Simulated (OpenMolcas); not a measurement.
**Mo2+: moving or changing the point charges**

Mo2+ among 6 point charges of -1.5 e arranged as an octahedron (Oh), 2.15 Å from the ion.

```json
{
  "Program": "OpenMolcas",
  "Method": "CASSCF",
  "Basis": "ANO-RCC-VDZP [6s5p3d1f]",
  "Scalar Hamiltonian": "DKH2, point nucleus",
  "Active space": "4 electrons in 5 orbitals (4d)",
  "State averaging": "2S+1 = 5 even, 5 roots; 2S+1 = 3 even, 45 roots; 2S+1 = 1 even, 50 roots",
  "Spin-orbit coupling": "RASSI with atomic mean-field integrals over the reference wave functions"
}
```

Runs around this geometry, states (labels of O, the rotations of Oh). Energies in cm-1 above the lowest state or level, χT in cm3 K/mol; 10Dq and B are least-squares fits to the states below 45000 cm-1, weighted by degeneracy, with a free offset, and given where the rms deviation is under 5 % of |10Dq| (or 100 cm-1) and under 700 cm-1.

| R (Å) | q (e) | Ground state | First state of that spin | 10Dq | B (rms of fit) | First gap with spin-orbit (degeneracies) | χT at 300 K | First state of another spin |
| --- | --- | --- | --- | --- | --- | --- | --- | --- |
| 2.15 | -0.98 | 5E | 5T2 6876 |  |  | 74.5 (1, 3) | 2.643 | 3T1 9748 |
| 2.02 | -1.5 | 5E | 5T2 13816 | 14380 | 708 (348) | 134.8 (1, 3) | 2.655 | 3T1 3041 |
| 2.15 | -1.5 | 5E | 5T2 10587 |  |  | 80.9 (1, 3) | 2.736 | 3T1 6195 |

Taking the first state of the same spin as R^-n, n = -ln(10587 / 13816) / ln(2.15 / 2.02) = 4.3 between the shortest and longest distance.

Scaling the charges by -0.98 / -1.5 = 0.65 scales the first state of the same spin by 6876 / 10587 = 0.65; with fixed orbitals a first-order splitting would follow the charge.

An orbital doublet at a regular site is open to a Jahn-Teller distortion, which this geometry leaves out. Without dynamic correlation the repulsion within the d shell is too large (B by tens of per cent), so at a given field states of lower spin stand too high. Point charges give a weaker field than real ligands, and real ions of this kind are as a rule low spin; the high spin found here belongs to the model. This shell can be high or low spin here, a state of another spin lies low, and with metal d orbitals alone active their balance is uncertain, so the ground spin may be wrong (holds for R = 2.02, q = -1.5; R = 2.15, q = -1.5). This is an electrostatic model: the charges have no orbitals. No measured value stands beside these numbers.
